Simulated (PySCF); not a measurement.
# Relaxation of singlet CrCl₅⁺

Level of theory: B3LYP/[Cr def2-SVP, Cl def2-SVP], no relativity, density fitting, PySCF. A (50,194) grid was used.

A start at the B3LYP minimum, of Cs symmetry, held to at least that symmetry:

```xyz
6
charge 1 multiplicity 1, angstrom
Cr    0.0941   -0.0449    0.0000
Cl   -0.2256    0.1077    2.1687
Cl   -0.2256    0.1077   -2.1687
Cl    2.1220   -0.0970    0.0000
Cl   -0.9464    1.8945    0.0000
Cl   -0.8641   -1.9461    0.0000
```

Optimiser trace:
```tsv
step	E − E(last) (kJ/mol)	largest gradient (Eh/bohr)
0	27.70	0.02175
1	19.61	0.02070
2	7.62	0.01657
3	4.73	0.02270
4	2.87	0.01710
5	0.88	0.00570
6	0.37	0.00290
7	0.22	0.00113
8	0.13	0.00129
9	0.06	0.00190
10	0.01	0.00124
11	0.00	0.00040
12	0.00	0.00010
```

It ends at C2v with Cr–Cl 2.067 Å (×2), Cr–Cl 2.131 Å (×2), Cr–Cl 2.298 Å; Cl–Cr–Cl 75.6° (×2), Cl–Cr–Cl 97.8° (×4), Cl–Cr–Cl 113.5°, Cl–Cr–Cl 123.3° (×2), Cl–Cr–Cl 151.2° (after a last refinement on a finer grid). A frequency run shows a minimum. Other isomers or separated fragments may lie lower.

Final geometry:
```xyz
6
charge 1 multiplicity 1, angstrom
Cr    0.0854   -0.1451    0.0000
Cl   -0.1837    0.3119    2.0640
Cl   -0.1837    0.3119   -2.0640
Cl    2.1503   -0.2448    0.0000
Cl   -1.0807    1.8355    0.0000
Cl   -0.8291   -1.9990    0.0000
```

Stability towards spin polarisation was not tested.

The relaxation took 69 s on 4 threads of a shared Arm Neoverse V1 host, with 121 basis functions and 14 gradients; the process peaked at 1.7 GiB.
